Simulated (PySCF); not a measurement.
# TDDFT excited states: C5H4O2

Species: 4-cyclopentene-1,3-dione, C₅H₄O₂.
SMILES: `O=C1C=CC(=O)C1`

Computed with PySCF 2.14.0, density-fitted response routines, TDDFT wB97X-D/def2-SVPD, vertical, gas phase, core orbitals frozen in the response. Geometry: PBE0-D3(BJ)/def2-SVP; no solvent, vibrations or thermal averaging.

```json
{"state": "S1", "E (eV)": "3.25", "ν̃ (cm⁻¹)": "26230", "f": "0.0001", "|μ| (D)": "0.06", "symmetry": "–", "main configurations (H = HOMO, L = LUMO)": "H→L (94%)"}
{"state": "S2", "E (eV)": "3.95", "ν̃ (cm⁻¹)": "31850", "f": "0.0000", "|μ| (D)": "0.00", "symmetry": "–", "main configurations (H = HOMO, L = LUMO)": "H-1→L (81%), H→L+1 (16%)"}
{"state": "S3", "E (eV)": "5.67", "ν̃ (cm⁻¹)": "45710", "f": "0.0000", "|μ| (D)": "0.00", "symmetry": "–", "main configurations (H = HOMO, L = LUMO)": "H→L+1 (77%), H-1→L (18%)"}
{"state": "S4", "E (eV)": "5.91", "ν̃ (cm⁻¹)": "47700", "f": "0.345", "|μ| (D)": "3.92", "symmetry": "B1 or B2", "main configurations (H = HOMO, L = LUMO)": "H-2→L (94%)"}
{"state": "S5", "E (eV)": "6.30", "ν̃ (cm⁻¹)": "50780", "f": "0.0004", "|μ| (D)": "0.14", "symmetry": "–", "main configurations (H = HOMO, L = LUMO)": "H-1→L+1 (78%), H→L+5 (13%)"}
{"state": "S6", "E (eV)": "7.37", "ν̃ (cm⁻¹)": "59470", "f": "0.091", "|μ| (D)": "1.80", "symmetry": "B1 or B2", "main configurations (H = HOMO, L = LUMO)": "H-3→L (94%)"}
{"state": "S7", "E (eV)": "7.57", "ν̃ (cm⁻¹)": "61050", "f": "0.093", "|μ| (D)": "1.80", "symmetry": "A1", "main configurations (H = HOMO, L = LUMO)": "H-2→L+1 (93%)"}
{"state": "S8", "E (eV)": "7.66", "ν̃ (cm⁻¹)": "61810", "f": "0.010", "|μ| (D)": "0.60", "symmetry": "B1 or B2", "main configurations (H = HOMO, L = LUMO)": "H→L+2 (78%), H→L+3 (14%)"}
{"state": "S9", "E (eV)": "7.83", "ν̃ (cm⁻¹)": "63130", "f": "0.0000", "|μ| (D)": "0.00", "symmetry": "–", "main configurations (H = HOMO, L = LUMO)": "H-5→L (94%)"}
{"state": "S10", "E (eV)": "7.90", "ν̃ (cm⁻¹)": "63690", "f": "0.0088", "|μ| (D)": "0.54", "symmetry": "B1 or B2", "main configurations (H = HOMO, L = LUMO)": "H-6→L (74%), H→L+5 (14%)"}
```

Triplets, Tamm–Dancoff:

```json
{"state": "T1", "E (eV)": "2.84", "λ (nm)": "436.0", "main configurations (H = HOMO, L = LUMO)": "H→L (91%)"}
{"state": "T2", "E (eV)": "3.48", "λ (nm)": "356.4", "main configurations (H = HOMO, L = LUMO)": "H-1→L (77%), H→L+1 (20%)"}
{"state": "T3", "E (eV)": "3.57", "λ (nm)": "347.3", "main configurations (H = HOMO, L = LUMO)": "H-2→L (94%)"}
{"state": "T4", "E (eV)": "5.53", "λ (nm)": "224.1", "main configurations (H = HOMO, L = LUMO)": "H→L+1 (72%), H-1→L (21%)"}
```

The lowest singlet lies at 3.25 eV (381 nm, visible) and is dark (f under 0.0005); its leading configuration is HOMO→LUMO (94%). The most intense listed level is S4 at 5.91 eV (210 nm, f = 0.345), 2.66 eV above S1. Löwdin shares by element: HOMO oxygen 62%, carbon 20% or more (atoms not listed hold the other 18%); LUMO carbon 41% or more, oxygen 28% (atoms not listed hold the other 31%). Of the 10 states listed, 4 reach f = 0.01 and 5 stay under 0.0005. Orbital energies (eV): HOMO-3 -12.89, HOMO-2 -10.90, HOMO-1 -10.44, HOMO -9.54, LUMO -1.13, LUMO+1 1.06, LUMO+2 2.28. The oscillator strengths of these states sum to 0.548; summed over the whole spectrum of an exact calculation they would give the number of electrons, 50 (Thomas–Reiche–Kuhn). S1 lies in the visible range (380 to 750 nm), at 381 nm, dark in the vertical dipole picture (f under 0.0005); light of that wavelength is violet, and its complementary colour is yellow-green; a Tamm–Dancoff triplet lies at 436 nm, without intensity as long as spin–orbit coupling is left out. All these states lie below the vertical ionisation energy of 9.98 eV (ΔSCF). Symmetry labels in C2v follow from the direction of the transition dipole and are given only for states with f of 0.002 or more; B1 and B2 swap with the choice of axes. The window holds the lowest 10 singlets.

On one thread, x86-64 server, shared host, this took 70 s wall.
